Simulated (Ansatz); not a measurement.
`O[Si](S)(Cl)Br` + NH₃ → `N[Si](O)(Cl)Br` + H₂S  (ligand exchange at the Si–S bond)

Program: Ansatz. Geometries: PBE0-D4/def2-TZVP. ΔE: electronic, gas phase. CCSD(T)/CBS is the MP2 limit (def2-TZVPP, def2-QZVPP) plus CCSD(T) − MP2 in def2-TZVPP, frozen cores. This one scheme is used for every species. Functionals use def2-TZVPP. B3LYP here is the variant with VWN-RPA as its local correlation; programs differ in this. For Br outer-core shells are correlated without core-valence functions, which leaves a few kJ/mol of doubt a bond. Scalar relativity is left out up to krypton. One conformer a species, not always the lowest.

`O[Si](S)(Cl)Br`:

Cartesian coordinates in Å:
```
O 1.134 -1.111 -0.448
Si -0.044 -0.120 0.060
S 0.238 1.642 -1.055
Cl -1.900 -0.909 -0.258
Br 0.124 0.186 2.247
H 1.389 -1.843 0.118
H -0.941 2.155 -0.664
```

NH₃:

Z-matrix (Å, degrees):
```
N
H 1 1.013
H 1 1.013 2 107.1
H 1 1.013 2 107.1 3 -114.5
```

`N[Si](O)(Cl)Br`:

```xyz
8

N    -0.090   -0.655    1.046
Si    0.040    0.417   -0.258
O     0.248   -0.379   -1.660
Cl   -1.676    1.526   -0.235
Br    1.760    1.799   -0.184
H    -0.567   -0.359    1.883
H     0.675   -1.278    1.255
H    -0.390   -1.072   -1.847
```

H₂S:

```xyz
3

S     0.353    0.441   -0.255
H     0.497   -0.882   -0.083
H    -0.850    0.441    0.338
```

Question: Is it downhill or uphill in electronic energy at CCSD(T)/CBS, and by how much? (Estimate.)

Answer: The calculation gave: Downhill: ΔE = -9.6 kJ/mol.

Question: What do these levels give: revPBE-D4, B3LYP-D4, r2SCANh-D4, B3LYP, BHLYP, HF/def2-QZVPP? (An estimate is asked.)

Answer: The calculation gave: revPBE-D4 0.8, B3LYP-D4 -9.9, r2SCANh-D4 -8.4, B3LYP -13.6, BHLYP -19.0, HF/def2-QZVPP -26.1 kJ/mol.

Largest T1 diagnostic among the species: 0.009.

In def2-TZVPP, CCSD(T) changes the Hartree–Fock value by +11.8 kJ/mol (the triples alone add +3.2 kJ/mol) and MP2 by +16.4 kJ/mol. The D4 term adds +3.7 kJ/mol with B3LYP and +2.0 kJ/mol with PBE0; it sums over pairs of atoms, weighted by their polarisabilities, and B3LYP, whose exchange is more repulsive, gets the larger term.
